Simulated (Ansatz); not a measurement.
Basis sets compared for the cluster K3S2. The state is a doublet with charge 0. Geometry r2SCAN-D4/def2-SVP. Ansatz on 4 threads of Arm Neoverse V1 on a shared host; times are rough, and most runs start from earlier orbitals.

```tsv
atom	x (Å)	y (Å)	z (Å)
K1	-0.430	0.867	1.906
K2	1.533	-1.447	-0.443
K3	-2.288	1.240	-3.076
S4	-0.665	0.415	-0.980
S5	1.850	-1.075	2.592
```

Another isomer (doublet) lies 0.50 eV lower at PBE0-D4/def2-TZVP; other spin states weren't run for this one.

Binding counts from free atoms (K doublet, S triplet) in the same basis, without a counterpoise term.

```tsv
level	functions	energy (Eh)	HOMO (eV)	LUMO (eV)	binding per atom (eV)	wall time
PBE-D4/def2-SVP	108	-2594.7938	-2.98	-2.70	1.93	4.6 s
PBE0-D4/def2-SVP	108	-2595.0092	-3.66	-1.52	1.89	6.5 s
```

Problem. Estimate the rows for PBE-D4/def2-TZVP (with forces), PBE0-D4/def2-TZVP.

Solution. 
| level | functions | energy (Eh) | HOMO (eV) | LUMO (eV) | binding per atom (eV) | wall time |
| --- | --- | --- | --- | --- | --- | --- |
| PBE-D4/def2-TZVP (with forces) | 173 | -2595.3024 | -3.08 | -2.90 | 1.92 | 15 s |
| PBE0-D4/def2-TZVP | 173 | -2595.5106 | -3.80 | -1.73 | 1.89 | 13 s |
